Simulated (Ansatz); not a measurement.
Input for Ansatz (an electronic-structure program):
Ansatz 0.2 input:
```yaml
crystal:
  periodic: [false, false, false]
  atoms:
    - {symbol: Sb, position_ang: [0.00070000, 0.00200000, 0.99470000]}
    - {symbol: I, position_ang: [-1.87070000, -1.50500000, -0.33200000]}
    - {symbol: I, position_ang: [-0.36780000, 2.37070000, -0.33110000]}
    - {symbol: I, position_ang: [2.23790000, -0.86770000, -0.33160000]}
basis:
  gaussian:
    orbitals: def2-SV_P_.json
hamiltonian:
  xc: b3lyp
total_charge: -1
magnetization: {spin_polarized: true, initial_magnetization: 1}
```
The basis file holds def2-SV(P) in the JSON format of the Basis Set Exchange.

Q: What does this run give for the number of basis functions, total energy, <S^2>?

A: 
| Quantity | Result |
|---|---|
| number of basis functions | 104 |
| total energy | -1133.8791 Eh |
| <S^2> | 0.752 |

A gas-phase anion may not be bound at this level; its values then depend on the basis.

Q: Roughly what does it cost on one core?

A: roughly 15 core-seconds.
